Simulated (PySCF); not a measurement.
C2H7NSi2, SMILES [Si@H]1(N)[SiH2]C=C1.

Geometry optimised at PBE0-D3(BJ)/def2-SVP. The structure was generated by enumeration; whether it is a known compound was not checked. The values are those of a single conformer.

Calculation: PySCF with TDA-PBE/def2-SVPD.

Vertical excitations. Gas-phase values at a fixed geometry.

Computed excitation energies, oscillator strengths and character:
| state | energy (eV) | λ (nm) | f | main pairs |
|---|---|---|---|---|
| S1 | 4.20 | 295 | 0.005 | HOMO→LUMO 99 % |
| S2 | 5.15 | 241 | 0.001 | HOMO−1→LUMO 94 % |
| S3 | 5.24 | 237 | 0.011 | HOMO→LUMO+1 91 % |
| S4 | 5.50 | 225 | 0.022 | HOMO→LUMO+2 85 % |
| S5 | 5.74 | 216 | 0.009 | HOMO−3→LUMO 76 % |
| S6 | 6.09 | 204 | 0.001 | HOMO→LUMO+4 36 %, HOMO→LUMO+3 26 %, HOMO−2→LUMO 12 %, HOMO−2→LUMO+1 9 % |
| S7 | 6.13 | 202 | 0.020 | HOMO→LUMO+4 31 %, HOMO−2→LUMO 25 %, HOMO−2→LUMO+1 16 %, HOMO−1→LUMO+1 9 % |
| S8 | 6.21 | 200 | 0.043 | HOMO→LUMO+3 45 %, HOMO→LUMO+4 28 %, HOMO−1→LUMO+1 12 % |
| S9 | 6.26 | 198 | 0.046 | HOMO−1→LUMO+1 54 %, HOMO→LUMO+3 14 %, HOMO−2→LUMO+1 12 %, HOMO−1→LUMO+2 8 % |
| S10 | 6.39 | 194 | 0.007 | HOMO−2→LUMO+1 37 %, HOMO−2→LUMO+2 33 %, HOMO−1→LUMO+2 12 %, HOMO−2→LUMO 6 % |
| T1 | 3.92 | 316 | 0 | HOMO→LUMO 95 % |
| T2 | 4.33 | 287 | 0 | HOMO−2→LUMO 91 % |
| T3 | 4.83 | 257 | 0 | HOMO−1→LUMO 89 % |
| T4 | 4.89 | 254 | 0 | HOMO→LUMO+1 92 % |
Triplets are in the Tamm–Dancoff approximation.
